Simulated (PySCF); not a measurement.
# Bond curve of SbCl⁻

Set-up: basis Sb def2-TZVPPD with ECP28, Cl def2-TZVPPD; scalar-relativistic core potentials; PySCF 2.14. Energies in eV from Sb + Cl⁻ in their ground configurations at the same level. All curves are PBE0. state 1: ²Π (doublet), unpaired electrons π ↑; state 2: ⁴Σ⁻ (quartet), unpaired electrons σ ↑, π ↑↑, a second solution, started from another occupation; state 3: Ms = 0.5 determinant of mixed spin (⟨S²⟩ near 1.8), unpaired electrons σ ↓, π ↑↑, a second solution, started from another occupation; state 4: Ms = 0.5 determinant of mixed spin (⟨S²⟩ near 1.8), unpaired electrons σ ↑, π ↑↓, a mixture of terms (⟨Lz²⟩ = 2.0), a second solution, started from another occupation.

| R (Å) | state 1 | state 2 | state 3 | state 4 |
| --- | --- | --- | --- | --- |
| 2.138 | -0.0978 | 1.3543 | 1.6369 | 1.7623 |
| 2.237 | -0.5538 | 0.7592 | 1.1153 | 1.2048 |
| 2.337 | -0.7912 | 0.3140 | 0.7165 | 0.7835 |
| 2.411 | -0.8701 | 0.0636 | 0.4877 | 0.5458 |
| 2.486 | -0.8886 | -0.1283 | 0.3123 | 0.3642 |
| 2.561 | -0.8635 | -0.2726 | 0.1811 | 0.2287 |
| 2.660 | -0.7834 | -0.4062 | 0.0611 | 0.1050 |
| 2.784 | -0.6375 | -0.5029 | -0.0222 | 0.0187 |
| 2.933 | -0.4307 | -0.5482 | -0.0548 | -0.0160 |
| 3.132 | -0.1467 | -0.5375 | -0.0300 | 0.0067 |

Put a parabola through the three lowest points of the state 1 curve and estimate Re, k and ωe (reduced mass 27.12 u; 1 eV/Å² = 0.16022 mdyn/Å; ωe = 1302.8·√(k/μ) cm⁻¹).

Through R = 2.411, 2.486, 2.561 Å the second-order coefficient is 3.88 eV/Å², so Re ≈ 2.480 Å, k ≈ 1.24 mdyn/Å and ωe ≈ 279 cm⁻¹. A polynomial fit of higher order to the unrounded PBE0 energies gives Re = 2.476 Å, k = 1.30 mdyn/Å, ωe = 285 cm⁻¹; anharmonicity and rounding make the difference.

The higher-order fit for each curve: state 1: Re = 2.476 Å, ωe = 285 cm⁻¹, De = 0.89 eV; state 2: Re = 2.993 Å, ωe = 131 cm⁻¹, minimum 0.55 eV below the ground-state fragments; state 3: Re = 2.952 Å, ωe = 139 cm⁻¹, minimum 0.055 eV below the ground-state fragments; state 4: Re = 2.958 Å, ωe = 138 cm⁻¹, minimum 0.017 eV below the ground-state fragments.

Spin–orbit coupling is left out, which matters for elements this heavy, above all for dissociation energies. For an ion De counts to the pair picked by the measured ionisation energies or electron affinities, which need not be the lowest pair at this level. The highest Kohn–Sham level is positive in this anion. Much of that is self-interaction error, but it also means that the finite basis helps to hold the extra electron. The state is the lowest determinant that a PBE0 search found; another state may lie lower at other levels.
